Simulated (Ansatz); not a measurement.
HOSi, SMILES [OH+]=[Si] (connectivity only; charge and spin as stated), charge +1, multiplicity 1.

Geometry: r2SCAN-D4/def2-TZVPD. The isomer is the one that the SMILES or the coordinates give; other isomers of the formula were not compared.

Two levels are set side by side: PBE/def2-TZVPD (Ansatz, a quantum-chemistry and plane-wave program) and PBE0/def2-TZVPD (Ansatz). Energy differences of separate SCF runs at the same geometry; the states with an electron removed or added have multiplicity 2 and 2. Differences are taken from unrounded values.

| quantity | PBE0 | PBE | PBE minus PBE0 |
|---|---|---|---|
| vertical ionisation energy (eV) | 19.64 | 19.61 | -0.03 |
| vertical electron affinity (eV) | 6.33 | 6.26 | -0.07 |
| vertical singlet–triplet gap (eV) | 4.64 | 4.76 | 0.11 |
